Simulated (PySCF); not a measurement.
A geometry optimisation, step by step.

Species: ortho-cyanophenol, C7H5NO.
Numbering: `[N:1]#[C:2][c:3]1[cH:4][cH:5][cH:6][cH:7][c:8]1[OH:9]` (hydrogens: H10 on C4; H11 on C5; H12 on C6; H13 on C7; H14 on O9)

Computed by this run: PBE0-D3(BJ)/def2-TZVP geometry optimisation, gas phase in PySCF 2.14.0; density fitting, grid level 2; the optimiser is geomeTRIC in internal coordinates, started from a GFN2-xTB structure with every atom displaced at random (about 0.01 Å). The frame can shift and turn from step to step; on so coarse a grid that alone can change the energy by a few meV, and forces under 0.02 eV/Å are noise.

Step 0: E = -10868.5174 eV, largest atomic force 3.069 eV/Å
```
atom  x, y, z in Å  |  force x, y, z in eV/Å
N1      3.362   -0.542   -0.767   -2.316   0.254   0.420
C2      2.211   -0.447   -0.561    2.468  -0.180  -0.401
C3      0.825   -0.288   -0.277    1.844   1.004   0.227
C4     -0.040   -1.285   -0.593   -3.030  -0.456   0.175
C5     -1.412   -1.123   -0.309    0.892   0.578   0.242
C6     -1.843    0.059    0.312    0.947  -0.667  -0.418
C7     -0.932    1.050    0.638   -0.064   0.520   0.081
C8      0.428    0.904    0.347   -1.097   0.181   0.352
O9      1.259    1.902    0.701   -0.371  -0.332  -0.165
H10     0.279   -2.192   -1.055    0.412  -0.390  -0.253
H11    -2.127   -1.894   -0.538   -0.055  -0.229  -0.124
H12    -2.879    0.189    0.550   -0.411   0.096   0.075
H13    -1.290    1.976    1.103    0.312  -0.336  -0.119
H14     2.152    1.676    0.441    0.469  -0.043  -0.091
```

Step 1: E = -10868.6233 eV, largest atomic force 0.665 eV/Å
```
atom  x, y, z in Å  |  force x, y, z in eV/Å
N1      3.376   -0.245   -0.665   -0.084  -0.130  -0.013
C2      2.237   -0.383   -0.535   -0.007  -0.075  -0.096
C3      0.837   -0.326   -0.289    0.334   0.258   0.146
C4     -0.078   -1.324   -0.599   -0.664  -0.025   0.019
C5     -1.423   -1.134   -0.307    0.272   0.090   0.091
C6     -1.837    0.048    0.308    0.202  -0.139  -0.051
C7     -0.930    1.039    0.633   -0.164   0.009  -0.111
C8      0.415    0.862    0.333   -0.059   0.222   0.191
O9      1.271    1.839    0.670   -0.084  -0.055  -0.072
H10     0.243   -2.242   -1.067    0.155  -0.046  -0.053
H11    -2.149   -1.902   -0.535    0.037  -0.047  -0.054
H12    -2.883    0.189    0.548   -0.067   0.017  -0.015
H13    -1.254    1.967    1.094    0.101  -0.089   0.012
H14     2.169    1.597    0.404    0.026   0.009   0.005
```

Step 2: E = -10868.6336 eV, largest atomic force 0.459 eV/Å
```
atom  x, y, z in Å  |  force x, y, z in eV/Å
N1      3.355   -0.407   -0.726   -0.013  -0.142  -0.043
C2      2.214   -0.443   -0.553    0.111   0.423   0.137
C3      0.831   -0.288   -0.264    0.405  -0.029  -0.050
C4     -0.071   -1.297   -0.590   -0.310  -0.089   0.005
C5     -1.411   -1.142   -0.306    0.083   0.143   0.064
C6     -1.828    0.037    0.305   -0.109  -0.021   0.024
C7     -0.938    1.044    0.633   -0.021   0.118   0.030
C8      0.416    0.905    0.357   -0.169  -0.352  -0.140
O9      1.255    1.898    0.687    0.025  -0.128  -0.074
H10     0.287   -2.200   -1.066    0.087   0.024   0.000
H11    -2.121   -1.921   -0.551   -0.002   0.015  -0.003
H12    -2.878    0.172    0.535   -0.009   0.035   0.011
H13    -1.277    1.958    1.104   -0.019   0.014   0.027
H14     2.159    1.671    0.429   -0.060  -0.012   0.011
```

Step 3: E = -10868.6485 eV, largest atomic force 0.245 eV/Å
```
atom  x, y, z in Å  |  force x, y, z in eV/Å
N1      3.372   -0.389   -0.717    0.010  -0.090  -0.032
C2      2.231   -0.424   -0.546   -0.044   0.225   0.088
C3      0.843   -0.297   -0.268    0.024  -0.022  -0.014
C4     -0.071   -1.299   -0.591    0.007  -0.022   0.006
C5     -1.406   -1.129   -0.299   -0.151  -0.131  -0.053
C6     -1.840    0.043    0.312    0.070   0.061   0.016
C7     -0.946    1.047    0.635   -0.017  -0.067  -0.010
C8      0.405    0.887    0.350    0.033  -0.065  -0.058
O9      1.246    1.876    0.672    0.098   0.066   0.020
H10     0.288   -2.203   -1.069   -0.021   0.017   0.017
H11    -2.114   -1.908   -0.549   -0.018  -0.006   0.000
H12    -2.892    0.177    0.538    0.028  -0.011  -0.005
H13    -1.272    1.963    1.110    0.005   0.028   0.008
H14     2.148    1.642    0.415   -0.025   0.017   0.017
```

Step 4: E = -10868.6477 eV, largest atomic force 0.301 eV/Å
```
atom  x, y, z in Å  |  force x, y, z in eV/Å
N1      3.376   -0.377   -0.713   -0.006  -0.034  -0.009
C2      2.235   -0.406   -0.541   -0.045  -0.026  -0.013
C3      0.845   -0.298   -0.270   -0.159   0.033   0.039
C4     -0.080   -1.296   -0.587    0.145  -0.229  -0.129
C5     -1.420   -1.140   -0.302    0.186   0.160   0.041
C6     -1.835    0.039    0.309   -0.148   0.051   0.040
C7     -0.942    1.043    0.632    0.002  -0.042  -0.010
C8      0.409    0.885    0.345    0.029   0.041   0.017
O9      1.252    1.875    0.670   -0.017   0.043   0.020
H10     0.281   -2.200   -1.063    0.002  -0.019  -0.007
H11    -2.131   -1.918   -0.552    0.026   0.018   0.008
H12    -2.885    0.180    0.539   -0.011   0.010   0.009
H13    -1.266    1.959    1.108   -0.010  -0.005  -0.005
H14     2.154    1.640    0.416    0.005  -0.001   0.000
```

Step 5: E = -10868.6511 eV, largest atomic force 0.129 eV/Å
```
atom  x, y, z in Å  |  force x, y, z in eV/Å
N1      3.373   -0.389   -0.717   -0.005  -0.037  -0.012
C2      2.232   -0.410   -0.543   -0.005   0.023   0.005
C3      0.843   -0.297   -0.269   -0.084   0.015   0.018
C4     -0.075   -1.299   -0.588    0.064  -0.097  -0.055
C5     -1.415   -1.137   -0.302    0.087   0.069   0.015
C6     -1.836    0.040    0.310   -0.067   0.018   0.012
C7     -0.944    1.044    0.633    0.005  -0.011   0.003
C8      0.407    0.887    0.347    0.020   0.001   0.000
O9      1.249    1.878    0.672   -0.012   0.021   0.009
H10     0.286   -2.202   -1.064   -0.004  -0.004   0.000
H11    -2.125   -1.915   -0.551    0.008   0.006   0.005
H12    -2.887    0.179    0.539   -0.003   0.001   0.004
H13    -1.269    1.960    1.109   -0.006  -0.002  -0.004
H14     2.152    1.645    0.419    0.002  -0.002   0.000
```

Step 6: E = -10868.6525 eV, largest atomic force 0.043 eV/Å
```
atom  x, y, z in Å  |  force x, y, z in eV/Å
N1      3.370   -0.411   -0.726   -0.005  -0.022  -0.008
C2      2.230   -0.412   -0.544    0.019   0.036   0.013
C3      0.842   -0.292   -0.268   -0.016  -0.016  -0.007
C4     -0.071   -1.299   -0.590    0.013   0.014   0.005
C5     -1.409   -1.134   -0.302   -0.003  -0.007  -0.005
C6     -1.837    0.041    0.310   -0.009   0.003   0.000
C7     -0.946    1.046    0.634    0.007  -0.005   0.002
C8      0.405    0.891    0.348    0.000  -0.007  -0.003
O9      1.245    1.884    0.674    0.003   0.005   0.001
H10     0.292   -2.202   -1.065   -0.006   0.001   0.001
H11    -2.118   -1.913   -0.550   -0.002   0.001   0.002
H12    -2.888    0.175    0.538   -0.001  -0.003   0.000
H13    -1.273    1.962    1.110   -0.002  -0.001  -0.003
H14     2.149    1.651    0.423    0.002   0.001   0.001
```

Step 7: E = -10868.6526 eV, largest atomic force 0.033 eV/Å
```
atom  x, y, z in Å  |  force x, y, z in eV/Å
N1      3.370   -0.421   -0.730   -0.003  -0.008  -0.004
C2      2.231   -0.412   -0.545    0.011   0.013   0.005
C3      0.843   -0.290   -0.268   -0.003  -0.009  -0.005
C4     -0.069   -1.298   -0.589    0.006   0.017   0.008
C5     -1.408   -1.134   -0.302   -0.017  -0.015  -0.004
C6     -1.838    0.041    0.310    0.031  -0.007  -0.009
C7     -0.947    1.045    0.633   -0.004   0.028   0.015
C8      0.405    0.892    0.348   -0.013  -0.015  -0.005
O9      1.244    1.886    0.675   -0.004  -0.002   0.000
H10     0.294   -2.201   -1.065   -0.004  -0.001   0.000
H11    -2.116   -1.913   -0.550    0.000  -0.003  -0.001
H12    -2.889    0.174    0.539    0.004   0.000  -0.001
H13    -1.274    1.960    1.110   -0.001   0.003   0.000
H14     2.148    1.655    0.425   -0.002  -0.001  -0.001
```

Step 8: E = -10868.6526 eV, largest atomic force 0.029 eV/Å
```
atom  x, y, z in Å  |  force x, y, z in eV/Å
N1      3.369   -0.432   -0.734    0.002   0.006   0.001
C2      2.231   -0.411   -0.545   -0.003  -0.004   0.002
C3      0.843   -0.288   -0.268    0.007  -0.007  -0.005
C4     -0.068   -1.297   -0.590   -0.005   0.015   0.008
C5     -1.406   -1.134   -0.302   -0.003   0.003   0.003
C6     -1.836    0.040    0.310   -0.018  -0.003   0.003
C7     -0.948    1.047    0.635    0.013  -0.022  -0.014
C8      0.404    0.893    0.349    0.003   0.016   0.006
O9      1.241    1.888    0.676    0.007  -0.002  -0.001
H10     0.296   -2.199   -1.065    0.001   0.000   0.000
H11    -2.114   -1.914   -0.550   -0.001   0.001   0.000
H12    -2.888    0.172    0.538   -0.003  -0.001   0.000
H13    -1.277    1.962    1.110    0.001  -0.003  -0.001
H14     2.146    1.658    0.427   -0.002   0.000   0.000
```

Problem. Summarise the path.

Solution. The energy falls by 13.04 kJ/mol from step 0 to step 8; nine tenths of that is first reached at step 3. It rises by more than 0.2 meV at step 4. The largest force goes from 3.069 to 0.029 eV/Å. Among the bonds C3–C4 changes most, from 1.357 to 1.397 Å; the atoms move by 0.033 Å rms after alignment.

What follows is the cost of the whole optimisation. Time: 2.5 min wall, 6.1 min CPU; peak memory 1.9 GiB. Hardware: Intel Xeon 6975P-C, 2 threads (shared host).
